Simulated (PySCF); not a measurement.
# Two-component Hartree-Fock for Cl+ (chlorine, charge +1)

Start: [Ne] 3s1 3p4 4s1; 3s1/2 filled at m_j = +1/2; 3p1/2 filled at m_j = +1/2; 3p3/2 filled at m_j = -1/2, +1/2, +3/2; 4s1/2 filled at m_j = +1/2. Calculated with PySCF 2.14 in x2c-SVPall-2c with one added diffuse shell each of s, p type (5s5p1d, 25 functions): generalised Hartree-Fock with the X2C-1e Hamiltonian and a Gaussian nucleus; one run each with spin-orbit coupling (SO) switched off, then screened by Boettger's factors. This is a chosen level, not necessarily the ground level.

```json
{"spinor shell": "1s1/2", "electrons": "2", "ε, spin-free (eV)": "-2884.5", "ε, screened SO (eV)": "-2884.5", "weight of nominal j (screened SO)": "1.000", "rms radius, screened SO (bohr)": "0.105"}
{"spinor shell": "2s1/2", "electrons": "2", "ε, spin-free (eV)": "-311.31", "ε, screened SO (eV)": "-311.29", "weight of nominal j (screened SO)": "1.000", "rms radius, screened SO (bohr)": "0.479"}
{"spinor shell": "2p1/2", "electrons": "2", "ε, spin-free (eV)": "-241.05", "ε, screened SO (eV)": "-242.80", "weight of nominal j (screened SO)": "0.843", "rms radius, screened SO (bohr)": "0.449"}
{"spinor shell": "3s1/2", "electrons": "1", "ε, spin-free (eV)": "-51.522", "ε, screened SO (eV)": "-51.510", "weight of nominal j (screened SO)": "1.000", "rms radius, screened SO (bohr)": "1.53"}
{"spinor shell": "3p3/2", "electrons": "3", "ε, spin-free (eV)": "-31.394", "ε, screened SO (eV)": "-33.173", "weight of nominal j (screened SO)": "0.659", "rms radius, screened SO (bohr)": "1.76"}
{"spinor shell": "3p1/2", "electrons": "1", "ε, spin-free (eV)": "-31.394", "ε, screened SO (eV)": "-26.084", "weight of nominal j (screened SO)": "0.657", "rms radius, screened SO (bohr)": "1.85"}
{"spinor shell": "4s1/2", "electrons": "1", "ε, spin-free (eV)": "-10.047", "ε, screened SO (eV)": "-10.046", "weight of nominal j (screened SO)": "1.000", "rms radius, screened SO (bohr)": "4.13"}
```

(1) Where does 2p3/2 lie, and what is the 2p spin-orbit splitting (screened SO)?

```
   quantity   spin-free  screened SO
E (hartree)  -459.33606   -459.33848
        M_J           3            3
       ⟨J²⟩      12.007       12.007
       ⟨L²⟩       2.002        2.003
       ⟨S²⟩       6.004        6.003
```

Each row is a mean over spinors that exchange with the open shell spreads, by up to 2.415 eV (2p3/2).

Rows whose weight is well below 1 are mixtures of j = l ± 1/2: exchange outweighs spin-orbit coupling there, and the label is only the starting occupation.

Without spin-orbit coupling the j labels of p, d and f shells carry no meaning; the spin-free column gives the mean over the occupied spinors of each nl shell.

Answers

(1) At -240.16 eV, 2.643 eV above 2p1/2.
